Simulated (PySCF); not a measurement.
Gas-phase XPS of SiCl2Me2, computed

Species: SiCl2Me2, C2H6Cl2Si.
Structure used (PBE0-D3(BJ)/def2-SVP), in Å, numbered top down from 1:
```xyz
11
C2H6Cl2Si angstrom
Si     0.512   -0.007    0.358
Cl     0.570    0.009    2.429
Cl     2.468   -0.016   -0.329
C     -0.301    1.557   -0.227
H     -1.346    1.601    0.115
H     -0.287    1.606   -1.326
H      0.232    2.434    0.168
C     -0.311   -1.574   -0.203
H     -0.360   -1.607   -1.302
H     -1.334   -1.638    0.199
H      0.255   -2.450    0.148
```

The calculation used delta-SCF UKS SCAN, pcX-2 on the ionised atom, pcseg-1 elsewhere, spin-free X2C in PySCF. Each binding energy is the total energy of the core-ionised species, with the hole localised on one atom, minus that of the ground state; both are solved self-consistently, so orbital relaxation is included.

Question: List the computed XPS lines with their assignment.

Answer: 
```json
{"atom(s)": "Cl2/Cl3", "bonded to": "Si", "level": "Cl 1s", "binding energy (eV)": "2828.50", "2p1/2 (eV)": "–", "count": "2"}
{"atom(s)": "Si1", "bonded to": "2 Cl and 2 C", "level": "Si 1s", "binding energy (eV)": "1848.23", "2p1/2 (eV)": "–", "count": "1"}
{"atom(s)": "C4/C8", "bonded to": "3 H and Si", "level": "C 1s", "binding energy (eV)": "290.76", "2p1/2 (eV)": "–", "count": "2"}
{"atom(s)": "Cl2/Cl3", "bonded to": "Si", "level": "Cl 2p3/2", "binding energy (eV)": "205.91", "2p1/2 (eV)": "207.56", "count": "2"}
{"atom(s)": "Si1", "bonded to": "2 Cl and 2 C", "level": "Si 2p3/2", "binding energy (eV)": "108.18", "2p1/2 (eV)": "108.81", "count": "1"}
```

Question: Which effective nuclear charge Zeff reproduces each element's mean 1s value in the hydrogen-like formula E = 13.606 eV × Zeff²?

Answer: C (Z = 6): mean 290.8 eV, Zeff = 4.62, Z − Zeff = 1.38; Si (Z = 14): mean 1848.2 eV, Zeff = 11.66, Z − Zeff = 2.34; Cl (Z = 17): mean 2828.5 eV, Zeff = 14.42, Z − Zeff = 2.58. Means run over the listed sites, weighted by atom count.

The first atom of each set that the bonding makes equivalent was ionised and stands for the set. Spin–orbit and ligand-field terms were added within each 2p shell after the spin-free SCF. 2p1/2 minus 2p3/2 (ligand field included): Si 0.63 eV, Cl 1.65 eV. Isolated species at its PBE0-D3(BJ)/def2-SVP geometry, gas phase.

Time: 49 s wall; peak memory 0.50 GiB. Hardware: one thread of an AMD EPYC, on a shared host.
